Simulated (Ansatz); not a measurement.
Ideal-gas functions of BrCuF3P, SMILES `F[P+](F)(F)[Cu-][Br]` at 298.15 K and 1 bar, from an Ansatz frequency run at PBE0-D4/def2-TZVP.

Molar mass 231.42 g/mol, point group C3v (symmetry number 3), electronic degeneracy 1, moments of inertia 106.252, 1039.286, 1039.29 u Å². Harmonic wavenumbers (cm⁻¹, unscaled): 48, 48, 178, 178, 184, 347, 362, 362, 517, 931, 944, 944.

Use S(trans) = R[1.5 ln M + 2.5 ln T − 1.1517]; rotational temperatures θ = 24.2544 K / I; S(rot) = R[ln(√π/σ · √(T³/θAθBθC)) + 1.5]; for each mode x = 1.438777 ν̃/T, S = R[x/(eˣ − 1) − ln(1 − e⁻ˣ)] and H = RT x/(eˣ − 1); 1 cm⁻¹ = 0.0119627 kJ/mol; R = 8.31446 J/(mol·K).

**Question.** By hand: the entropy, in J/(mol·K).

**Answer.** Translation 176.8. Rotation: θ = 0.2283, 0.0233, 0.0233 K, giving 116.6. Vibration, mode by mode: 20.49, 20.49, 9.83, 9.83, 9.57, 4.94, 4.66, 4.66, 2.58, 0.52, 0.49, 0.49, in all 88.5. Electronic 0.0. Sum 381.9 J/(mol·K).

**Question.** By hand: H − E and G − E in kJ/mol, counted from the electronic energy.

**Answer.** Zero-point energy ½ × 5043 × 0.0119627 = 30.2; thermal vibration 12.8; translation, rotation and pV give 4 RT = 9.9. H − E = 52.9 kJ/mol, and G − E = 52.9 − 298.15 × 381.9/1000 = -61.0 kJ/mol.

Vibration gives 23 % of the entropy, 41.0 J/(mol·K) of it from the modes under 150 cm⁻¹: soft modes count most, and the harmonic formula is weakest for them. The sum counts one conformer and one mirror image; others add a mixing term.
